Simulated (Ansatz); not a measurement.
Isolated molecules relaxed with PBE0-D4/def2-TZVP in Ansatz; ΔE leaves out vibrations. CCSD(T)/CBS adds triple-zeta CCSD(T) − MP2 to the extrapolated MP2 energy (def2 sets, frozen cores). This one scheme is used for every species. Each species was taken in one conformer, which may not be the lowest.

Consider the formal exchange of groups at the Si–C bond: `N[Si](O)(O)C=O` + `C=C` → `C=C[Si](N)(O)O` + `C=O`.

```csv
species,MP2/def2-QZVPP energy (Eh)
`N[Si](O)(O)C=O`,-610.34912
`C=C`,-78.42544
`C=C[Si](N)(O)O`,-574.43725
`C=O`,-114.34498
```

Task: Work out ΔE.

Result: ΔE = (-574.43725) + (-114.34498) − (-610.34912) − (-78.42544) = -0.00767 Eh = -20.1 kJ/mol. CCSD(T)/CBS gives -15.8 kJ/mol.

Largest T1 diagnostic among the species: 0.015.

The D4 term adds −3.7 kJ/mol with B3LYP and −2.2 kJ/mol with PBE0; it sums over pairs of atoms, weighted by their polarisabilities, and B3LYP, whose exchange is more repulsive, gets the larger term. From PBE to PBE0 (25 % exact exchange), in def2-TZVPP and without D4, ΔE moves by −3.6 kJ/mol.

B3LYP here is the variant with VWN-RPA as its local correlation; programs differ in this.
